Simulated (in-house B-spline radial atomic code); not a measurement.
Values are calculated unless marked as measured or tabulated.
## Cl in an electron gas of r_s = 2.07: phase shifts, screening, friction and resistivity

A nucleus sits in a uniform electron gas with a rigid positive background. The Kohn-Sham equations are solved self-consistently in the spin-unpolarised LDA (PW92), non-relativistic, on B-splines with outgoing waves at the boundary and partial waves to l = 8. The model has no lattice, no bands and no magnetic solution. Atomic units; δ_l are the phase shifts at the Fermi level, counted so that each bound state adds π, and good to about 0.0005.

The density parameter is r_s = 2.07 bohr, near that of the valence electrons of Al (3 per atom, density 2.7 g/cm³, mass 26.98 u, which gives r_s = 2.07).

| l | δ_l (rad) |
| --- | --- |
| 0 | 7.7780 |
| 1 | 5.2592 |
| 2 | 0.5486 |
| 3 | 0.0460 |
| 4 | 0.0073 |
| 5 | 0.0016 |
| 6 | 0.0003 |
| 7 | 0.0003 |
| 8 | 0.0001 |

Bound levels below the band bottom (hartree): s -99.88, s -8.74, p -6.588, s -0.4132, p -0.02198.

Question: Check the Friedel sum rule, and say where the screening charge sits.

Answer: k_F = (9π/4)^(1/3)/r_s = 0.92713. The rule is Z = (2/π) Σ (2l + 1) δ_l. The terms are s 4.952, p 10.044, d 1.746, f 0.205 and 0.059 beyond, in all 17.007 against Z = 17. Bound states hold 6 s, 12 p, 0 d electrons, so the scattering states carry -0.99 in all; where a term is smaller than its bound count, the bound level has drawn weight out of the band.

Question: Find the transport cross section and the electronic stopping of a 5 keV Cl ion (mass 35.45 u).

Answer: σ_tr = (4π/k_F²) Σ (l + 1) sin²(δ_l − δ_(l+1)). The terms for l = 0 to 3 are 0.3402, 2.0000, 0.6961, 0.0060, all together 3.0425, so σ_tr = 14.619 × 3.0425 = 44.480 bohr². With n = 3/(4π r_s³) = 0.02692, the friction coefficient is Q = n k_F σ_tr = 1.1099. For v well below v_F = 0.927, dE/dx = Q v; with 24801 eV per u at v = 1, v = √(5000/(24801 × 35.45)) = 0.0754, so dE/dx = 0.08370 hartree/bohr = 43 eV/nm. The largest term couples the p and d waves.

Question: What residual resistivity would 1 atomic per cent of such centres give in Al?

Answer: Δρ = k_F n_i σ_tr/n in atomic units of 21.74 μΩ·cm. With one host atom per 3 electrons, n_i/n = 0.01/3, so Δρ = 0.9271 × 0.00333 × 44.480 × 21.74 = 2.99 μΩ·cm. This is an atom added to the gas, as on an interstitial site.
